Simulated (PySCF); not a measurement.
## A small calculation by hand: dipole moment from atomic charges

Si(H)(OH) (H₂OSi), SMILES [SiH]O (connectivity only; charge and spin as stated), neutral, multiplicity 1. Atoms are numbered in the order given.

```xyz
4

Si     0.1007     0.6300     0.0000
H     -1.4326     0.8430     0.0000
O      0.0962    -1.0225     0.0000
H     -0.7461    -1.4832     0.0000
```

Geometry optimised at PBE0-D3(BJ)/def2-TZVP.

Charges (e) from PySCF with M06-2X/def2-TZVPD:

| atom | IAO | ESP fit |
|---|---|---|
| Si1 | 0.583 | 0.156 |
| H2 | -0.184 | -0.065 |
| O3 | -0.769 | -0.498 |
| H4 | 0.370 | 0.408 |

The dipole moment of the full density is 1.51 D.

**Question.** What dipole moment does each set of point charges give, and which comes closer to that of the density?

**Answer.** 
μ = Σ q r, and 1 e Å = 4.8032 D.
IAO: Σ q r = (-0.028, 0.450, 0.000) e Å, |μ| = 2.16 D.
ESP fit: Σ q r = (-0.243, -0.052, 0.000) e Å, |μ| = 1.20 D.
ESP fit comes closer in size. Point charges leave out the atoms' own dipoles (lone pairs, polarised bonds); fits to the potential absorb them, partitions of the density don't.
